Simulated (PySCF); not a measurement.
# Two-dimensional NMR puzzle

Compound of formula C4H12Si2. Correlations simulated from computed shifts and the bond graph:

HSQC (one-bond C–H):
```csv
δH,δC
6.50,141.8
6.40,142.6
6.21,142.6
1.29,15.4
0.35,2.3
```

COSY cross peaks (H two or three bonds apart, from the bond graph; peaks can be absent where the dihedral angle is near 90°):
```csv
δH,δH
6.50,6.40
6.50,6.21
6.50,4.41
6.50,4.32
6.40,6.21
4.41,4.32
4.41,0.35
4.32,0.35
3.90,0.35
1.29,0.35
```

HMBC (two and three bonds, from the bond graph):
```csv
δH,δC
6.50,"142.6, 2.3"
6.40,141.8
6.21,141.8
4.41,"142.6, 141.8, 15.4, 2.3"
4.32,"142.6, 141.8, 15.4, 2.3"
3.90,"15.4, 2.3"
1.29,2.3
0.35,"141.8, 15.4"
```

All values are calculated (PySCF 2.14): geometry from GFN2-xTB, σ from GIAO-PBE0/pcSseg-1. One computed conformer, gas phase, averaged over atoms made equivalent by symmetry, fast rotation or ring inversion, relativity neglected.

Chemical shifts δ = σref − σ; ¹H (σ = 31.72 ppm) and ¹³C (σ = 186.93 ppm) against TMS, all at this level.

Exchangeable hydrogens are left out of these lists.

Task: Which molecule is this?

Result: `C=C[SiH2][C@H](C)[SiH3]`.

Structure with atom numbers: `[CH2:1]=[CH:2][SiH2:3][C@H:4]([CH3:5])[SiH3:6]`. Hydrogens are named by the atom that carries them. Ha(C1) is cis to Si3; Ha(Si3) is pro-R; Hb(Si3) is pro-S; Hb(C1) is trans to Si3.

- δC 142.6 is C1, a terminal =CH2 carbon (δH 6.21, 6.40).
- δC 141.8 is C2, an alkene CH (δH 6.50).
- δC 15.4 is C5, a methyl carbon (δH 1.29).
- δC 2.3 is C4, an sp3 CH bonded to 2 Si (δH 0.35).
- COSY links 6.50–6.40, 6.50–6.21, 6.50–4.41, 6.50–4.32, 6.40–6.21, 4.41–4.32.

The data come from this structure; uniqueness wasn't tested.

Shifts are as computed. Against solution values, carbons near 30 ppm lie about +3 ppm off and those near 130 ppm about +5 ppm. Of 1211 compounds with measured shifts, 218 miss one by over three times the rms of a fit or turn the order of signals round; such compounds aren't used in these exercises.
